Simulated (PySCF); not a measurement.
CdI, SMILES [Cd+][I], charge +1.

Geometry: B3LYP-D3(BJ)/def2-TZVP. The spin state was assumed, not searched. The def2 effective core potentials stand for the cores of Cd, I; spin–orbit coupling is left out.

Vertical ionisation energy (IE) and electron affinity (EA) in eV. Rows of orbital energies are one-electron estimates. Where ΔSCF, EOM or ADC give a negative EA the extra electron is unbound and the value depends on the basis.

| level | IE | EA |
|---|---|---|
| −ε(HOMO), −ε(LUMO), PBE/def2-TZVPD (PySCF) | 11.86 | 10.96 |
| −ε(HOMO), −ε(LUMO), M06-2X/def2-TZVPD (PySCF) | 13.90 | 9.43 |
